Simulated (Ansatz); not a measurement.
# Relaxing a trial structure of C2H11BN2Si

The starting geometry of this gas-phase singlet was optimised with GFN2-xTB; its bonds are those of `CB(C)N[SiH2]N`.

```xyz
17

C    -2.0670   -1.6676   -0.2698
C    -0.6376   -0.1653   -2.0728
B    -1.1735   -0.3986   -0.5924
N    -0.8638    0.5323    0.4060
N    -0.5336    2.0719    2.6086
Si   -1.2908    0.6080    2.0901
H    -2.4539   -1.6730    0.7450
H    -1.4890   -2.5809   -0.4029
H    -2.9123   -1.7426   -0.9514
H    -1.3841    0.3756   -2.6549
H     0.2763    0.4256   -2.1082
H    -0.4505   -1.0970   -2.6016
H    -0.2555    1.2883    0.1226
H    -2.7573    0.5798    2.2160
H    -0.6647   -0.4557    2.8769
H    -0.7677    2.9261    2.1270
H    -0.5114    2.2524    3.5989
```

Predict what becomes of its bonds when it is optimised with PBE0-D3(BJ)/def2-SVP.

It keeps its bonds, and is `CB(C)N[SiH2]N`.

The energy falls by 0.13 eV over 16 steps:

```tsv
step	E − E(last) (eV)
1	0.129
3	0.028
4	0.020
6	0.003
8	0.002
9	0.001
11	0.001
13	0.000
14	0.000
16	0.000
```

Final geometry (Å):

```json
{"atom": "C", "x (Å)": "-2.2740", "y (Å)": "-1.5013", "z (Å)": "-0.3492"}
{"atom": "C", "x (Å)": "-0.5991", "y (Å)": "-0.2167", "z (Å)": "-2.0758"}
{"atom": "B", "x (Å)": "-1.1798", "y (Å)": "-0.3882", "z (Å)": "-0.6117"}
{"atom": "N", "x (Å)": "-0.6911", "y (Å)": "0.4415", "z (Å)": "0.4298"}
{"atom": "N", "x (Å)": "-0.7617", "y (Å)": "2.1893", "z (Å)": "2.6093"}
{"atom": "Si", "x (Å)": "-1.0633", "y (Å)": "0.5545", "z (Å)": "2.1375"}
{"atom": "H", "x (Å)": "-2.8118", "y (Å)": "-1.4183", "z (Å)": "0.6060"}
{"atom": "H", "x (Å)": "-1.7755", "y (Å)": "-2.4876", "z (Å)": "-0.3599"}
{"atom": "H", "x (Å)": "-3.0147", "y (Å)": "-1.5337", "z (Å)": "-1.1646"}
{"atom": "H", "x (Å)": "-1.3988", "y (Å)": "0.1282", "z (Å)": "-2.7545"}
{"atom": "H", "x (Å)": "0.2385", "y (Å)": "0.4942", "z (Å)": "-2.1565"}
{"atom": "H", "x (Å)": "-0.2652", "y (Å)": "-1.1866", "z (Å)": "-2.4816"}
{"atom": "H", "x (Å)": "0.0501", "y (Å)": "1.0853", "z (Å)": "0.1596"}
{"atom": "H", "x (Å)": "-2.4609", "y (Å)": "0.0603", "z (Å)": "2.3246"}
{"atom": "H", "x (Å)": "-0.1550", "y (Å)": "-0.2631", "z (Å)": "2.9994"}
{"atom": "H", "x (Å)": "-1.3554", "y (Å)": "2.9428", "z (Å)": "2.2807"}
{"atom": "H", "x (Å)": "-0.4190", "y (Å)": "2.3788", "z (Å)": "3.5437"}
```

The end wasn't checked by frequencies. Run with Ansatz 0.2.0, 23 s on 4 threads of Intel(R) Xeon(R) 6975P-C (Granite Rapids) (shared host).
